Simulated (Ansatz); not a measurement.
CH3F2NbS, SMILES `[CH3][Nb]([F])([F])=[S]`. Total charge 0; spin multiplicity 1. Nb takes the def2 core potential. All single points use the PBE0-D4/def2-TZVP geometry.

```xyz
8

C    -0.802    0.736    0.273
Nb    0.769   -0.622   -0.161
F     2.279    0.386   -0.538
F     0.891   -1.797    1.268
S     0.087   -1.634   -1.908
H    -0.525    1.307    1.168
H    -0.963    1.424   -0.561
H    -1.736    0.199    0.460
```

**Question.** What is the dipole moment at PBE/def2-TZVPP? (Estimate.)

**Answer.** Computed: 2.16 D, with components (-0.62, 1.54, 1.39) D in this frame, pointing from negative to positive charge.

**Question.** And with r2SCAN, B3LYP, ωB97M-V? (An estimate is asked.)

**Answer.** The calculation gave: r2SCAN 2.32 D, B3LYP 2.20 D, ωB97M-V 2.25 D.

**Question.** Give the Mulliken charges with PBE, r2SCAN, ωB97M-V in def2-TZVPP. (An estimate is asked.)

**Answer.** Ansatz gave: 
```
atom    PBE  r2SCAN  ωB97M-V
  C1  -0.45   -0.36    -0.50
 Nb2   1.10    1.19     1.12
  F3  -0.32   -0.36    -0.36
  F4  -0.32   -0.36    -0.36
  S5  -0.38   -0.40    -0.32
  H6   0.11    0.09     0.13
  H7   0.13    0.10     0.15
  H8   0.13    0.10     0.15
```

B3LYP here is the variant with VWN-RPA as its local correlation; programs differ in this.
